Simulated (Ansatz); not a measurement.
A structure relaxed at r2SCAN-D4/def2-TZVPD in Ansatz, charge -1, doublet:

Cartesian coordinates in Å:
```
Sn -1.258 -0.019 -0.956
Se 0.770 -1.170 0.315
Se 0.488 1.189 0.641
```

Q: Give its formula and point group.

A: the cluster SnSe₂⁻. Point group C2v (tolerance 0.1 Å).

Q: Summarise the bond lengths by kind (pairs closer than 1.2 times the sum of covalent radii, bridged metal pairs left out).

A: 2 × Se–Sn 2.66 Å; 1 × Se–Se 2.40 Å.

In the def2 sets Sn takes a core potential; there is no spin–orbit coupling. The highest occupied level of the charge -1 doublet lies above zero (up to 0.70 eV). The electron is either unbound and held by the finite basis, or the level is raised by self-interaction error. Another isomer (doublet) lies 0.47 eV lower at PBE0-D4/def2-TZVPD; other spin states weren't run for this one.
